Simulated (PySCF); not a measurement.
Isomers of C9H7FO, one GFN2-xTB conformer each. Single-point energies are computed at PBE0/pcSseg-1 (PySCF, gas phase, no added dispersion term), electronic only.

Question: Rank them by PBE0/pcSseg-1 energy, lowest first (kJ/mol).
A. `[CH2:1]=[CH:2][c:3]1[cH:4][cH:5][cH:6][c:7]([C:8](=[O:9])[F:10])[cH:11]1` with C1–C2–C3–C4 180°, C6–C7–C8–O9 0°
B. `[CH2:1]=[CH:2][c:3]1[cH:4][cH:5][c:6]([F:7])[c:8](=[O:9])[cH:10][cH:11]1` with C1–C2–C3–C4 160°

Answer: A (0.0), B (177.7).

GFN2-xTB itself gives, in the same order: 0.0, 152.5. Both levels put the same isomer lowest.

Question: Which frontier levels, dipoles and rotational constants go with these structures?

Answer: 
```csv
SMILES,"HOMO (eV, PBE0/pcSseg-1)",LUMO (eV),dipole (D),"A, B, C (MHz)"
C=Cc1cccc(C(=O)F)c1,-7.19,-2.01,4.10,"1864, 799.2, 559.3"
C=Cc1ccc(F)c(=O)cc1,-6.78,-2.62,5.56,"2509, 703.6, 552.6"
```
